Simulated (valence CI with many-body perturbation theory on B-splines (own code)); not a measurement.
# Energy levels of Ba²⁵⁺

Level of theory: configuration interaction combined with many-body perturbation theory (CI+MBPT): three valence electrons over a frozen Dirac-Fock core [Ar] 3d10, radial functions for each j: 11 s, 11 p, 10 d, 8 f, 5 g, 2 h, with the one-electron correlation potential Σ1 (screened to all orders), the two-electron term Σ2, the three-electron term Σ3, Breit, model QED; selected single and double excitations, second order for the rest, scaled by the run's own slope (own B-spline code, finite nucleus).

No measured levels were compared; by estimate levels hold to about 250 cm⁻¹ or 0.2 % of their energy and the worst to 1 %, as in measured heavy ions of charge 2 to 7; those with d or f electrons hold less well.

Levels 46 to 90 of 177, with energies above the lowest level, (4s^2 4p1/2) J=1/2. "Leading %" is the weight of the configuration and term that name the level; weights of strongly mixed levels are sums over their largest components and can fall short. In the jj column 3d3/2^4 stands for four electrons in 3d with j = 3/2. Lifetimes count E1, E2, E3, M1 and M2 decay at the calculated energies, and are blank where another channel may lead or the interval is too uncertain; long ones can be off by a factor of two.

```tsv
No.	Configuration	Term	J	E (eV)	Leading %	Second component	Lifetime	Leading jj
46	4p²4d	²P	3/2	244.93	34	34 % 4p²4d ⁴F	9.48 ps	4p1/2 4p3/2 4d3/2 (93 %)
47	4p²4d	²G	7/2	245.08	35	32 % 4p²4d ²F	23.9 ps	4p1/2 4p3/2 4d3/2 (84 %)
48	4p²4d	⁴D	1/2	245.36	83	14 % 4p²4d ²P	10.4 ps	4p1/2 4p3/2 4d3/2 (98 %)
49	4p²4d	⁴F	7/2	247.96	41	41 % 4p²4d ⁴D	17.3 ps	4p1/2 4p3/2 4d5/2 (96 %)
50	4p²4d	²G	9/2	250.40	52	44 % 4p²4d ⁴F	22.6 ps	4p1/2 4p3/2 4d5/2 (93 %)
51	4p²4d	²P	3/2	251.73	38	37 % 4p²4d ⁴D	6.14 ps	4p1/2 4p3/2 4d5/2 (77 %)
52	4p²4d	⁴D	5/2	251.97	23	22 % 4p²4d ⁴P	6.27 ps	4p1/2 4p3/2 4d5/2 (75 %)
53	4p²4d	²D	5/2	255.27	39	30 % 4p²4d ⁴P	3.06 ps	4p1/2 4p3/2 4d3/2 (45 %)
54	4p²4d	²G	7/2	255.45	38	22 % 4p²4d ²F	9.19 ps	4p1/2 4p3/2 4d5/2 (67 %)
55	4p²4d	⁴P	3/2	255.68	45	31 % 4p²4d ²P	2.88 ps	4p1/2 4p3/2 4d3/2 (72 %)
56	4p²4d	⁴P	1/2	256.24	45	27 % 4p²4d ²S	2.92 ps	4p1/2 4p3/2 4d3/2 (87 %)
57	4p²4d	²D	5/2	259.08	39	30 % 4p²4d ²F	3.57 ps	4p1/2 4p3/2 4d5/2 (52 %)
58	4p²4d	²D	3/2	262.20	73	9 % 4p²4d ²P	6.12 ps	4p1/2 4p3/2 4d5/2 (78 %)
59	4p²4d	²P	1/2	262.91	73	20 % 4p²4d ²S	4.09 ps	4p1/2 4p3/2 4d5/2 (82 %)
60	4p²4d	⁴D	7/2	268.60	46	35 % 4p²4d ²F	13.3 ps	4p3/2^2 4d5/2 (90 %)
61	4p²4d	⁴F	9/2	269.07	44	35 % 4p²4d ²G	21.7 ps	4p3/2^2 4d5/2 (78 %)
62	4p²4d	²P	1/2	269.95	58	21 % 4p²4d ⁴P	4.41 ps	4p3/2^2 4d3/2 (53 %)
63	4p²4d	²D	3/2	270.98	36	30 % 4p²4d ⁴P	3.02 ps	4p3/2^2 4d3/2 (85 %)
64	4p²4d	⁴P	5/2	271.19	20	18 % 4p²4d ²D	3.22 ps	4p3/2^2 4d3/2 (64 %)
65	4p²4d	²F	7/2	272.32	26	20 % 4s4p4f ⁴G	4.26 ps	4p3/2^2 4d3/2 (37 %)
66	4s4p4f	⁴G	5/2	272.54	61	20 % 4s4p4f ⁴F	5.07 ps	4s 4p1/2 4f5/2 (78 %)
67	4s4p4f	⁴F	7/2	273.81	26	23 % 4s4p4f ⁴G	5.32 ps	4s 4p1/2 4f7/2 (68 %)
68	4s4p4f	⁴F	3/2	275.13	57	18 % 4s4d² ⁴F	6.42 ps	4s 4p1/2 4f5/2 (65 %)
69	4s4p4f	⁴G	9/2	276.20	35	26 % 4s4p4f ⁴F	7.37 ps	4s 4p1/2 4f7/2 (76 %)
70	4s4p4f	⁴F	5/2	276.29	32	18 % 4s4p4f ⁴D	5.53 ps	4s 4p1/2 4f5/2 (52 %)
71	4s4p4f	⁴D	7/2	277.81	33	24 % 4s4p4f ⁴G	4.20 ps	4s 4p1/2 4f7/2 (58 %)
72	4p²4d	²S	1/2	278.71	44	31 % 4p²4d ⁴P	3.24 ps	4p3/2^2 4d5/2 (55 %)
73	4p²4d	²P	3/2	279.55	45	32 % 4p²4d ²D	3.44 ps	4p3/2^2 4d3/2 (46 %)
74	4p²4d	²D	5/2	281.06	79	9 % 4p²4d ⁴D	9.14 ps	4p3/2^2 4d5/2 (90 %)
75	4s4p4f	²G	7/2	281.66	53	11 % 4s4d² ²G	6.14 ps	4s 4p1/2 4f7/2 (34 %)
76	4p²4d	²D	3/2	283.52	56	12 % 4s4p4f ²D	3.20 ps	4p3/2^2 4d5/2 (38 %)
77	4s4p4f	²F	5/2	284.07	39	18 % 4s4p4f ²D	3.52 ps	4s 4p1/2 4f7/2 (42 %)
78	4p²4d	²D	5/2	284.76	36	15 % 4p²4d ²F	3.03 ps	4p3/2^2 4d5/2 (68 %)
79	4s4d²	⁴F	3/2	286.32	75	9 % 4s4p4f ⁴F	2.11 ps	4s 4d3/2^2 (56 %)
80	4s4d²	⁴F	5/2	286.67	71	15 % 4s4p4f ⁴D	2.51 ps	4s 4d3/2 4d5/2 (47 %)
81	4s4d²	⁴F	7/2	287.10	74	12 % 4s4p4f ⁴D	3.31 ps	4s 4d3/2 4d5/2 (66 %)
82	4s4d²	⁴F	9/2	288.83	63	19 % 4s4p4f ⁴G	5.39 ps	4s 4d5/2^2 (58 %)
83	4s4d²	⁴P	1/2	289.86	95		2.38 ps	4s 4d3/2^2 (56 %)
84	4s4d²	²G	9/2	290.62	47	19 % 4s4p4f ²G	6.59 ps	4s 4d3/2 4d5/2 (42 %)
85	4s4d²	⁴P	3/2	291.18	94		2.59 ps	4s 4d3/2 4d5/2 (93 %)
86	4s4d²	⁴P	5/2	291.56	72	17 % 4s4d² ²D	2.55 ps	4s 4d3/2 4d5/2 (68 %)
87	4s4d²	²G	7/2	293.73	45	23 % 4s4p4f ²G	3.92 ps	4s 4d3/2 4d5/2 (31 %)
88	4s4p4f	⁴G	11/2	293.90	100		5.89 ps	4s 4p3/2 4f7/2 (100 %)
89	4s4d²	²D	3/2	294.50	58	9 % 4s4p4f ⁴F	2.82 ps	4s 4d3/2 4d5/2 (27 %)
90	4s4d²	²D	5/2	295.71	30	21 % 4s4d² ⁴P	3.17 ps	4s 4d5/2^2 (44 %)
```

Where two levels of one J and parity lie close, their mixing, g and order are uncertain.
